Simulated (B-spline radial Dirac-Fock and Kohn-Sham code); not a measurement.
**Kohn-Sham estimates against Dirac-Fock for the levels of Sr**

System: atomic strontium in the configuration [Kr] 5s1 5p1 (an excited configuration).

The density-functional columns are spherical, spin-unpolarised Dirac-Kohn-Sham results without Breit or QED terms: −ε is minus the orbital energy of the initial state and ΔSCF the difference of two total energies. The reference in the last column comes from Dirac-Fock energy differences between relaxed states, corrected for Breit and QED terms. All numbers are from a radial finite-basis atomic code, in eV; a selection of levels is shown. The Kohn-Sham columns are given as differences from the reference. For the 1s level of heavy atoms much of the gap between ΔSCF and the reference is the Breit and QED part, -39.2 eV here; for other levels the error of the functional can be larger.

```tsv
level	LDA −ε − DF	LDA ΔSCF − DF	Dirac-Fock
1s	-206.7	+34.0	16114.1
2s	-76.6	-36.6	2231.9
2p1/2	-54.7	-5.4	2017.9
2p3/2	-55.8	-8.1	1950.7
3s	-37.0	-22.7	370.9
3p1/2	-28.3	-14.1	292.5
3p3/2	-28.2	-14.2	281.8
3d3/2	-13.5	+0.7	144.2
3d5/2	-13.6	+0.6	142.4
4p1/2	-4.6	+0.8	29.60
4p3/2	-4.6	+0.7	28.42
5s	-1.6	+0.7	5.96
5p	-1.3	+0.5	3.22
```

Values without a named source are computed, but for edge energies of neutral atoms, which are taken from tables.
